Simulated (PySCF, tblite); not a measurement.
Species: C3H12N2Si2.
Geometry (GFN2-xTB, Å), atoms numbered from 1 in this order:
```
atom  x, y, z in Å
C1     1.9881    0.5362    0.8991
C2     1.8238   -0.2675   -0.3828
C3     0.5894   -1.1772   -0.3374
N4    -0.6386   -0.4522   -0.2114
Si5   -1.4182    0.6790   -1.2854
N6    -2.5421    0.8275    0.0344
Si7   -1.7662   -0.3015    1.1067
H8     2.1280   -0.1285    1.7492
H9     1.0986    1.1359    1.0733
H10    2.8494    1.1973    0.8308
H11    2.7088   -0.8849   -0.5531
H12    1.7154    0.4132   -1.2298
H13    0.5710   -1.7794   -1.2570
H14    0.6774   -1.8640    0.5106
H15   -1.9368    0.0573   -2.5028
H16   -0.6890    1.9177   -1.5575
H17   -3.4122    1.3188    0.1087
H18   -2.5086   -1.5320    1.3748
H19   -1.2479    0.3135    2.3287
```

Computed with PBE0/pcSseg-1 in PySCF (dipole) on a GFN2-xTB geometry, gas phase.

Take the most abundant isotopes and a rigid rotor. The values belong to one conformer with, in the numbering `[CH3:1][CH2:2][CH2:3][N:4]1[SiH2:5][NH:6][SiH2:7]1`, C1–C2–C3–N4 62°, C2–C3–N4–Si5 64°.

(1) Give the principal moments of inertia and the rotational constants in MHz.

(2) What kind of rotor is it?

(3) What does the inertial defect say?

(4) List the rotational levels J(Ka,Kc) to J = 4 (cm⁻¹).

(5) Predict some low-J microwave lines.

(6) Estimate the classical rotational partition function at 50 K, 200 K and 298.15 K.

Answers

(1) Ia = 179.78, Ib = 394.35, Ic = 463.40 u·Å²; 505379 MHz·u·Å²/I gives A = 2811, B = 1282, C = 1091 MHz.

(2) An asymmetric top. Ray's parameter κ = (2B − A − C)/(A − C) = -0.778; −1 is the prolate and +1 the oblate limit.

(3) Not planar: Δ = Ic − Ia − Ib = -110.73 u·Å². For a rigid frame Δ = −2 Σ m c², so Σ m c² = 55.37 u·Å² lies off the ab plane: 18.53 from hydrogen and 36.83 from heavier atoms. The atom farthest from that plane is 1.95 Å away.

(4) Above 0(0,0):
J = 1: 1(0,1) 0.0791, 1(1,1) 0.1301, 1(1,0) 0.1365
J = 2: 2(0,2) 0.2368, 2(1,2) 0.2820, 2(1,1) 0.3011, 2(2,1) 0.4542, 2(2,0) 0.4548
J = 3: 3(0,3) 0.4720, 3(1,3) 0.5095, 3(1,2) 0.5477, 3(2,2) 0.6916, 3(2,1) 0.6944, 3(3,1) 0.9629, 3(3,0) 0.9630
J = 4: 4(0,4) 0.7831, 4(1,4) 0.8123, 4(1,3) 0.8757, 4(2,3) 1.0077, 4(2,2) 1.0158, 4(3,2) 1.2805, 4(3,1) 1.2807, 4(4,1) 1.6590, 4(4,0) 1.6590
The levels of one J sum to (2J + 1)J(J + 1)(A + B + C)/3.

(5) The dipole components are |μa| = 0.18 D, |μb| = 0.00 D, |μc| = 0.05 D. Intensities carry the squares of the components, which stand as 1.00 : 0.00 : 0.07 (a : b : c). Some lines, for components of 0.1 D or more:

```csv
type,branch,"J(Ka,Kc)",MHz,lower level (cm⁻¹)
a,Q,"2(1,1) ← 2(1,2)",573,0.282
a,R,"1(0,1) ← 0(0,0)",2372,0.000
a,R,"2(1,2) ← 1(1,1)",4553,0.130
a,R,"2(0,2) ← 1(0,1)",4728,0.079
a,R,"2(1,1) ← 1(1,0)",4935,0.137
```

(6) Point group C1, symmetry number σ = 1; q = (√π/σ)·√((kT/h)³/(ABC)), k/h = 20836.6 MHz/K: 30100 at 50 K, 241000 at 200 K, 438000 at 298.15 K.

Its GFN2-xTB frequencies are all real (lowest 41 cm⁻¹). No vibrational averaging or centrifugal distortion is included, and the geometry carries the error of its method. A rigid rotor knows nothing of internal rotation, which can split or shift real lines. Quadrupole hyperfine structure (14N) is left out.

On one thread, Arm Neoverse N1 (aarch64), shared host with 64 logical CPUs at a one-minute load of 62, this took 63 s and 0.86 GiB of memory at its peak. This is the PBE0/pcSseg-1 job that gave the dipole, with the shieldings it also computed.
